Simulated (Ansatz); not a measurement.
The inner images of a band of BFH3NO + BrH (9 atoms, charge 0, multiplicity 1) are given out of order.

Level of theory: RKS CAM-B3LYP/def2-SVP (Ansatz).

Initial state:

```xyz
9
Properties=species:S:1:pos:R:3
B 0.132 -0.458 0.281
N -0.016 -0.097 1.644
H -0.885 -0.283 2.131
H 0.796 -0.071 2.249
O 1.355 -0.489 -0.292
H 1.330 -0.681 -1.237
F -0.962 -0.737 -0.437
Br -0.372 3.316 1.308
H -0.222 1.882 1.434
```

Final state:

```xyz
9
Properties=species:S:1:pos:R:3
B 0.047 0.347 0.215
N -0.140 0.143 1.817
H -0.303 -0.847 2.023
H 0.709 0.451 2.295
O 1.131 -0.466 -0.106
H 1.405 -0.361 -1.023
F -1.166 0.041 -0.345
Br 0.401 2.373 0.051
H -0.927 0.701 2.155
```

**Question.** Put them in order from the first end to the last, with their energies above the first end.
A.
```xyz
9
Properties=species:S:1:pos:R:3
B 0.104 -0.362 0.351
N -0.018 -0.156 1.752
H -0.886 -0.366 2.230
H 0.804 -0.206 2.342
O 1.321 -0.357 -0.230
H 1.289 -0.386 -1.193
F -1.007 -0.516 -0.375
Br -0.278 3.021 0.789
H -0.175 1.710 1.414
```
B.
```xyz
9
Properties=species:S:1:pos:R:3
B 0.034 0.147 0.238
N -0.031 0.177 1.836
H -0.846 -0.302 2.225
H 0.832 -0.136 2.284
O 1.272 -0.293 -0.158
H 1.345 -0.392 -1.115
F -1.076 -0.428 -0.278
Br -0.233 2.404 0.111
H -0.142 1.204 1.938
```
C.
```xyz
9
Properties=species:S:1:pos:R:3
B 0.038 0.323 0.214
N -0.121 0.164 1.828
H -0.581 -0.726 2.041
H 0.807 0.174 2.256
O 1.187 -0.406 -0.085
H 1.437 -0.329 -1.011
F -1.147 -0.115 -0.318
Br 0.209 2.360 -0.052
H -0.673 0.936 2.208
```
D.
```xyz
9
Properties=species:S:1:pos:R:3
B 0.019 0.291 0.217
N -0.077 0.192 1.847
H -0.774 -0.511 2.106
H 0.837 -0.084 2.213
O 1.231 -0.328 -0.088
H 1.427 -0.302 -1.030
F -1.125 -0.296 -0.261
Br -0.039 2.321 -0.156
H -0.343 1.099 2.234
```
E.
```xyz
9
Properties=species:S:1:pos:R:3
B 0.065 -0.141 0.295
N -0.033 0.109 1.787
H -0.865 -0.282 2.233
H 0.816 -0.124 2.305
O 1.293 -0.319 -0.194
H 1.341 -0.360 -1.157
F -1.058 -0.442 -0.328
Br -0.261 2.694 0.471
H -0.143 1.247 1.670
```

**Answer.** A (+0.04 eV), E (+0.48 eV), B (+0.08 eV), D (-0.19 eV), C (-0.21 eV).

Run time: 3 min on 4 threads of Arm Neoverse V1 (shared host), peak memory 0.32 GiB.
